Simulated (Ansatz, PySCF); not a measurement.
System: C6H5 (charge 0, doublet). It need not be the lowest isomer of its formula. SMILES: [CH2]C#CC#CC
Geometry: optimised at B3LYP-D3(BJ)/def2-TZVP (Ansatz, a program for electronic structure).

Property: atomisation energy (electronic, to ground-state atoms), in kJ/mol. Correlated levels leave the core frozen unless marked. Open shells are spin-unrestricted. Spin-orbit coupling is left out. Non-relativistic. The coupled-cluster limit lacks core correlation, which all-electron functionals hold. CBS marks a two-point X^-3 extrapolation of the correlation energy; Hartree-Fock from the larger set. [CCSD(T)-MP2]/basis is that difference in the basis named.

The UHF reference is spin-contaminated (<S^2> 0.64 over the pure value in the largest basis). The T1 diagnostic of CCSD in the largest basis is 0.046, which is high, so the coupled-cluster rows are less sure than usual.

```tsv
level	program	atomisation energy (kJ/mol)
B3LYP-D4/def2-TZVPD	Ansatz + dftd4	?
PBE0-D4/def2-TZVPD	Ansatz + dftd4	5126.4
PBE0/def2-QZVPP	Ansatz	?
TPSSh-D4/def2-TZVPD	PySCF + dftd4	?
B2PLYP-D4/def2-TZVPD	Ansatz + dftd4	5014.7
CCSD/6-31G	Ansatz	4363.8
CCSD/cc-pVTZ	Ansatz	?
RI-MP2/CBS(cc-pVTZ,cc-pVQZ)+[CCSD(T)-MP2]/cc-pVTZ	Ansatz	4993.1
```

Question: Complete the blanks.

Answer: 
- B3LYP-D4/def2-TZVPD, atomisation energy (kJ/mol): 5064.5
- PBE0/def2-QZVPP, atomisation energy (kJ/mol): 5114.9
- TPSSh-D4/def2-TZVPD, atomisation energy (kJ/mol): 5072.2
- CCSD/cc-pVTZ, atomisation energy (kJ/mol): 4774.9
